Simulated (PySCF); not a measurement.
# Strontium: a sound run and one with changed settings

Sound run: Sr⁺ [Kr] 5s1, Sr²⁺ [Kr]. Calculation: PySCF 2.14, in aug-cc-pVDZ-X2C; the spin-free X2C one-electron Hamiltonian (Gaussian nucleus). The sound run starts from symmetry-adapted Hartree-Fock orbitals and uses a fine grid where one is needed.

Changed run: 14 angular points. This setting is unsound on purpose.

```
species  method  sound run (hartree)  changed run (hartree)  converged
    Sr⁺     UHF          -3177.17025            -3177.17025        yes
    Sr⁺     PBE          -3178.66505            -3178.66505        yes
    Sr⁺    MN15          -3180.98537            -3180.98537        yes
   Sr²⁺     UHF          -3176.78659            -3176.78659        yes
   Sr²⁺     PBE          -3178.25593            -3178.25593        yes
   Sr²⁺    MN15          -3180.58922            -3180.58922        yes
```

Ionisation energy of Sr⁺:

```csv
method,sound run (eV),changed run (eV)
UHF,10.440,10.440
PBE,11.133,11.133
MN15,10.780,10.780
```

Here the setting changes nothing at the digits shown.

For comparison, NIST gives 11.030 eV between the lowest levels.
